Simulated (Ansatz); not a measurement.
```yaml
crystal:
  periodic: [false, false, false]
  atoms:
    - {symbol: B, position_ang: [0.816685, -1.216071, -1.943041]}
    - {symbol: O, position_ang: [0.981373, -0.810487, -0.502049]}
    - {symbol: P, position_ang: [0.041773, 0.103865, 0.352593]}
    - {symbol: C, position_ang: [0.528639, 1.828805, 0.208162]}
    - {symbol: C, position_ang: [0.302879, -0.424582, 2.049643]}
    - {symbol: C, position_ang: [-1.706181, -0.055037, -0.033440]}
    - {symbol: H, position_ang: [-0.068172, 2.461572, 0.882373]}
    - {symbol: H, position_ang: [0.384840, 2.132583, -0.838919]}
    - {symbol: H, position_ang: [1.596138, 1.915946, 0.459323]}
    - {symbol: H, position_ang: [1.376512, -0.359229, 2.279453]}
    - {symbol: H, position_ang: [-0.266891, 0.199796, 2.753435]}
    - {symbol: H, position_ang: [-0.012828, -1.474234, 2.143010]}
    - {symbol: H, position_ang: [-1.871328, 0.299707, -1.061132]}
    - {symbol: H, position_ang: [-1.983712, -1.117775, 0.011877]}
    - {symbol: H, position_ang: [-2.295958, 0.536919, 0.683451]}
    - {symbol: Cl, position_ang: [2.444482, -1.772163, -2.537785]}
    - {symbol: Cl, position_ang: [0.207892, 0.301031, -2.898435]}
    - {symbol: Cl, position_ang: [-0.476152, -2.550637, -2.008500]}
basis:
  gaussian: {orbitals: def2-TZVP, initial_orbitals: start.molden}
total_charge: 1
magnetization: {spin_polarized: true, initial_magnetization: 1}
hamiltonian: {xc: {name: CAM-B3LYP}, dispersion: d4}
scf: {omitted_lower_state_checks: [starts]}
output: {orbitals: {seedname: orbitals}}
```

The file start.molden holds the orbitals of an earlier run on this structure, at another level or in another basis.

```sh
$ ansatz run in.yaml --threads 4 --pin off --events-out ev --progress --plain --max-ram 4787MiB
```

Does this run fit into the memory that it is given?

No. It has 357 basis functions, and Ansatz plans for 6 GiB where 5 GiB are given.
